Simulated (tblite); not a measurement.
Species: C₄H₇NO₃Si₂.
SMILES with atom numbers: `[CH:1]#[C:2][Si:3]([OH:4])([OH:5])[O:6][SiH2:7][CH2:8][C:9]#[N:10]` (hydrogens: H11 on C1; H12 on O4; H13 on O5; H14, H15 on Si7; H16, H17 on C8)

Computed with GFN2-xTB (tblite), gas phase: L-BFGS steps from a force-field or distance-geometry start until the largest atomic force falls under 0.01 eV/Å.

Step 11: E = -838.1303 eV
```
atom  x, y, z in Å  |  force x, y, z in eV/Å
C1     -2.3637    2.4934    1.4731    0.039  -0.033  -0.027
C2     -2.0562    1.4479    0.9667   -0.024   0.017   0.005
Si3    -1.6523   -0.2067    0.2244   -0.011   0.037   0.004
O4     -1.2830   -1.2833    1.3781   -0.034  -0.001  -0.041
O5     -2.9192   -0.7911   -0.6068    0.067  -0.022  -0.018
O6     -0.3489   -0.0518   -0.7388   -0.034  -0.003   0.002
Si7     1.2371    0.2810   -0.7980   -0.079   0.011   0.020
C8      2.1550   -0.9300    0.3700    0.008   0.053  -0.025
C9      3.5562   -0.6765    0.3464    0.051  -0.046   0.062
N10     4.6808   -0.4641    0.3166    0.030   0.022  -0.020
H11    -2.6173    3.4155    1.9137    0.012  -0.024  -0.019
H12    -1.9938   -1.7625    1.7955    0.037  -0.009   0.008
H13    -3.2037   -0.3930   -1.4237    0.040   0.014   0.022
H14     1.3998    1.6607   -0.3383    0.063  -0.034  -0.019
H15     1.6255    0.0455   -2.1892   -0.101   0.002   0.055
H16     1.7906   -0.8066    1.3925   -0.018  -0.036  -0.029
H17     1.9861   -1.9665    0.0675   -0.045   0.049   0.019
```

Step 12: E = -838.1322 eV
```
atom  x, y, z in Å  |  force x, y, z in eV/Å
C1     -2.3620    2.4943    1.4726    0.035  -0.041  -0.029
C2     -2.0556    1.4483    0.9654   -0.034   0.026   0.017
Si3    -1.6521   -0.2085    0.2241   -0.034   0.067   0.019
O4     -1.2821   -1.2844    1.3782   -0.043  -0.002  -0.041
O5     -2.9172   -0.7936   -0.6097    0.062  -0.011  -0.024
O6     -0.3500   -0.0509   -0.7394   -0.019  -0.003   0.008
Si7     1.2357    0.2827   -0.7960   -0.056  -0.019   0.025
C8      2.1568   -0.9291    0.3708    0.012   0.047  -0.019
C9      3.5604   -0.6770    0.3471   -0.093  -0.068   0.071
N10     4.6842   -0.4629    0.3162    0.071   0.025  -0.020
H11    -2.6176    3.4166    1.9141    0.026  -0.058  -0.037
H12    -1.9925   -1.7638    1.7966    0.044  -0.002   0.002
H13    -3.2031   -0.3916   -1.4248    0.047   0.005   0.038
H14     1.4031    1.6612   -0.3383    0.056  -0.017  -0.010
H15     1.6169    0.0444   -2.1876   -0.085   0.003   0.034
H16     1.7865   -0.8085    1.3926    0.024  -0.024  -0.049
H17     1.9818   -1.9653    0.0679   -0.013   0.071   0.016
```

Step 13: E = -838.1343 eV
```
atom  x, y, z in Å  |  force x, y, z in eV/Å
C1     -2.3593    2.4947    1.4714    0.021  -0.028  -0.021
C2     -2.0546    1.4486    0.9637   -0.039   0.019   0.021
Si3    -1.6523   -0.2090    0.2240   -0.053   0.069   0.026
O4     -1.2820   -1.2852    1.3770   -0.035  -0.009  -0.028
O5     -2.9130   -0.7964   -0.6141    0.044  -0.012  -0.015
O6     -0.3512   -0.0496   -0.7385   -0.007   0.000   0.008
Si7     1.2333    0.2851   -0.7932   -0.015  -0.046   0.025
C8      2.1587   -0.9271    0.3712    0.014   0.025  -0.002
C9      3.5647   -0.6788    0.3496   -0.185  -0.059   0.058
N10     4.6877   -0.4613    0.3151    0.071   0.013  -0.011
H11    -2.6173    3.4164    1.9135    0.035  -0.066  -0.044
H12    -1.9898   -1.7658    1.7984    0.041   0.003  -0.004
H13    -3.2019   -0.3901   -1.4258    0.046   0.006   0.032
H14     1.4079    1.6620   -0.3380    0.048   0.007   0.000
H15     1.6031    0.0423   -2.1853   -0.060   0.003   0.003
H16     1.7824   -0.8111    1.3919    0.057  -0.002  -0.050
H17     1.9765   -1.9626    0.0687    0.018   0.077  -0.001
```

Question: Estimate the geometry and energy of step 14. (The exact step hangs on the optimiser's Hessian estimate; all steps are aligned on step 13, rigid shifts and turns removed.)

Answer: E = -838.1359 eV, largest force 0.164 eV/Å
```
atom  x, y, z in Å  |  force x, y, z in eV/Å
C1     -2.3566    2.4945    1.4698    0.005  -0.003  -0.006
C2     -2.0536    1.4485    0.9620   -0.039   0.000   0.016
Si3    -1.6531   -0.2080    0.2242   -0.045   0.035   0.024
O4     -1.2826   -1.2855    1.3751   -0.009  -0.010  -0.013
O5     -2.9078   -0.7987   -0.6183    0.010  -0.020  -0.016
O6     -0.3517   -0.0481   -0.7360   -0.004   0.004   0.004
Si7     1.2315    0.2871   -0.7904    0.017  -0.048   0.017
C8      2.1598   -0.9249    0.3714    0.008   0.002   0.015
C9      3.5667   -0.6813    0.3532   -0.160  -0.022   0.026
N10     4.6893   -0.4601    0.3140    0.022  -0.010   0.005
H11    -2.6162    3.4146    1.9121    0.032  -0.034  -0.031
H12    -1.9864   -1.7679    1.8002    0.022   0.000  -0.003
H13    -3.2006   -0.3888   -1.4266    0.044   0.009   0.022
H14     1.4126    1.6632   -0.3373    0.042   0.017   0.004
H15     1.5887    0.0399   -2.1836   -0.036   0.004  -0.020
H16     1.7802   -0.8133    1.3907    0.062   0.021  -0.021
H17     1.9728   -1.9591    0.0694    0.030   0.054  -0.023
```

The energy changes by -0.0016 eV. The first-order estimate −F·Δx gives -0.0024 eV and the mean of the old and new forces, exact on a quadratic surface, -0.0016 eV. The step makes an angle of 69° with the force vector and moves no atom by more than 0.015 Å.

The cost below is that of the whole relaxation. On one thread of an Arm Neoverse V1, shared host, this took 0.55 s wall.
